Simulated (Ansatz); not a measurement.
Cost and result for the atomization energy of `C[B]1[O][GeH2]1` (9 atoms, 9 bonds).

Z-matrix (Å, degrees):
```
C
B 1 1.545
H 1 1.093 2 110.2
H 1 1.093 2 111.5 3 121.2
H 1 1.093 2 110.2 3 -117.5
O 2 1.299 1 141.3 3 -121.2
Ge 2 2.033 1 149.5 3 58.8
H 7 1.541 2 120.8 1 110.1
H 7 1.541 2 120.8 1 -110.0
```

The species carries charge 0 and has multiplicity 1. Correlated methods include outer-core shells of Ge, which these sets cover unevenly. Scalar relativity is left out up to krypton. All single points use the PBE0-D4/def2-TZVP geometry. Program: Ansatz. All runs use 2 threads of an Arm Neoverse V2 on a shared host. Times are those of one run each, without the atoms' runs, and a repeat can differ threefold. Electronic energies, without spin–orbit coupling; frozen cores. CCSD(T)/CBS adds CCSD(T) − MP2 in def2-TZVPP to the MP2 limit, and its time is that of the two runs behind it. T1 = 0.015. With those shells the extrapolation isn't a true limit. B3LYP takes the VWN-RPA correlation (the form of Gaussian; ORCA's B3LYP/G). HSE06 is the plane-wave form, built on full-range PBE exchange.

CCSD(T)/CBS is a level of theory with its own doubt, some kJ/mol a heavy atom from the limit and from the frozen cores, so smaller differences don't rank the functionals.

```csv
level,functions,wall time
LDA (SPW92)/def2-TZVPP,211,1.5 s
revPBE-D4/def2-TZVPP,211,2.7 s
BLYP-D4/def2-TZVPP,211,2.9 s
PBE0-D4/def2-TZVPP,211,3.8 s
HSE06-D4/def2-TZVPP,211,4.1 s
CAM-B3LYP-D4/def2-TZVPP,211,5 s
B3LYP-D4/def2-TZVPP (with forces),211,5.5 s
CCSD(T)/def2-SVP,99,7.5 s
ωB97X-V/def2-TZVPP,211,9.5 s
B97M-V/def2-TZVPP,211,12 s
MP2/def2-QZVPP,410,27 s
CCSD(T)/def2-TZVPP,211,2.5 min
CCSD(T)/CBS(def2),–,2.9 min
```

(1) What atomization energy does each give, and how far from CCSD(T)/CBS? (Estimate.)

Results:

(1) Computed: 
```csv
level,atomization (kcal/mol),difference from CCSD(T)/CBS,per bond
LDA (SPW92)/def2-TZVPP,898.5,116.3,12.9
revPBE-D4/def2-TZVPP,778.2,-4.0,-0.4
BLYP-D4/def2-TZVPP,782.1,-0.1,0.0
PBE0-D4/def2-TZVPP,782.7,0.5,0.1
HSE06-D4/def2-TZVPP,783.2,1.0,0.1
CAM-B3LYP-D4/def2-TZVPP,784.7,2.5,0.3
B3LYP-D4/def2-TZVPP (with forces),781.5,-0.7,-0.1
CCSD(T)/def2-SVP,743.4,-38.8,-4.3
ωB97X-V/def2-TZVPP,783.4,1.2,0.1
B97M-V/def2-TZVPP,791.4,9.2,1.0
MP2/def2-QZVPP,788.3,6.1,0.7
CCSD(T)/def2-TZVPP,765.0,-17.2,-1.9
CCSD(T)/CBS(def2),782.2,0.0,0.0
```

From PBE to PBE0 (25 % exact exchange), in def2-TZVPP and without D4, the atomization energy moves by −15.5 kcal/mol: exact exchange takes away binding that semilocal exchange gives to molecules. The D4 term adds +5.7 kcal/mol with B3LYP and +3.0 kcal/mol with PBE0; it sums over pairs of atoms, weighted by their polarisabilities, and B3LYP, whose exchange is more repulsive, gets the larger term. At CCSD(T), def2-SVP lies −38.7 kcal/mol from the extrapolated value and def2-TZVPP −17.1 kcal/mol: correlation converges slowly with the basis, and small sets miss more of it in the bonded molecule than in its fragments.
